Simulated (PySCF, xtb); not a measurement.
Cl₃In, SMILES [Cl][In]([Cl])[Cl] (connectivity only; charge and spin as stated), charge -1, multiplicity 2.

Harmonic wavenumbers (cm⁻¹) from GFN2-xTB run with xtb at its own minimum, in rising order: 66, 66, 67, 212, 212, 214.

**Question.** What does PBE-D3(BJ)/def2-SVPD in PySCF give at its own minimum? (The exact figures need the calculation; the answer reports its results.)

**Answer.** 69, 69, 80, 244, 258, 258. Paired by order, the mean absolute difference is 23 cm⁻¹ and the zero-point energies are 1.2 and 1.4 kcal/mol.
